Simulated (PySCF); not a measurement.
A side-by-side comparison of computed properties.

First species: C6H10FN.
Geometry (PBE0-D3(BJ)/def2-SVP, Å), atoms numbered from 1 in this order:
```xyz
18
C6H10FN angstrom
C      2.3085    1.0346   -0.4493
N      1.4378    0.2574   -0.9275
C      1.0316   -0.8855   -0.1510
C     -0.4800   -1.0134   -0.0121
C     -1.2949   -0.6830   -1.2853
C     -1.5753    0.7230   -0.7138
C     -1.1701    0.1888    0.6569
F     -0.3823    0.9916    1.4403
H      2.6377    1.9075   -1.0316
H      2.7688    0.8928    0.5491
H      1.3861   -1.7827   -0.6898
H      1.4951   -0.8994    0.8569
H     -0.6902   -1.9863    0.4601
H     -2.1999   -1.3014   -1.3732
H     -0.7386   -0.7158   -2.2320
H     -0.8223    1.4395   -1.0700
H     -2.5819    1.1522   -0.8226
H     -2.0367   -0.1234    1.2646
```

Second species: (SiH3)3P, H₉PSi₃.
Z-matrix (Å and degrees, PBE0-D3(BJ)/def2-SVP geometry), rows numbered from 1:
```
Si
P   1  2.2590
Si  2  2.2580  1   97.63
Si  2  2.2593  1   97.57  3    98.69
H   1  1.4932  2  108.06  3    71.83
H   1  1.4969  2  112.99  3   -48.93
H   1  1.4934  2  108.03  3  -169.65
H   3  1.4933  2  108.00  1   -71.63
H   3  1.4932  2  108.04  1   169.87
H   3  1.4969  2  113.08  1    49.11
H   4  1.4930  2  108.04  1  -170.21
H   4  1.4935  2  108.05  1    71.24
H   4  1.4970  2  113.04  1   -49.43
```

Levels: CAM-B3LYP/def2-SVPD for dipole moment, HOMO energy, LUMO energy, HOMO–LUMO gap, static isotropic polarisability and electronic spatial extent ⟨r²⟩ about the centre of nuclear charge; TDDFT CAM-B3LYP/def2-SVPD for lowest singlet excitation. Geometries: PBE0-D3(BJ)/def2-SVP. Each species is one conformer at its optimised geometry, gas phase, non-relativistic unless stated. Electronic properties by PySCF.

Dipoles, sizes and rotational constants follow the conformer. The torsions of the flexible species, by atom-mapped SMILES:
- `[CH2:1]=[N:2][CH2:3][C@@H:4]1[CH2:5][CH2:6][C@@H:7]1[F:8]`: C1–N2–C3–C4 129°, N2–C3–C4–C5 40°

Which of the two has the higher HOMO–LUMO gap, and by how much?

The first: 9.47 eV against 9.26 eV, a difference of 0.21 eV.

Which of the two has the higher S1 energy, and by how much?

The second: 6.17 eV against 4.93 eV, a difference of 1.24 eV.

Which of the two has the higher dipole moment, and by how much?

The first: 1.08 D against 0.54 D, a difference of 0.54 D.

Which of the two has the higher static isotropic polarisability, and by how much?

The second: 115.1 au against 77.2 au, a difference of 37.9 au.

Which of the two has the higher HOMO energy, and by how much?

The second: -8.53 eV against -8.78 eV, a difference of 0.25 eV.

Which has the higher ⟨r²⟩?

The second: 1020 bohr² against 923 bohr², a difference of 97 bohr².

On the first: The dipole equals about 3.6 × 10⁻³⁰ C·m (1 D = 3.33564 × 10⁻³⁰ C·m).

On the second: The polarisability is 17.06 Å³ as a volume (1 au = 0.148185 Å³), or 1.74 au for each of the 66 electrons. The dipole equals about 1.8 × 10⁻³⁰ C·m (1 D = 3.33564 × 10⁻³⁰ C·m).
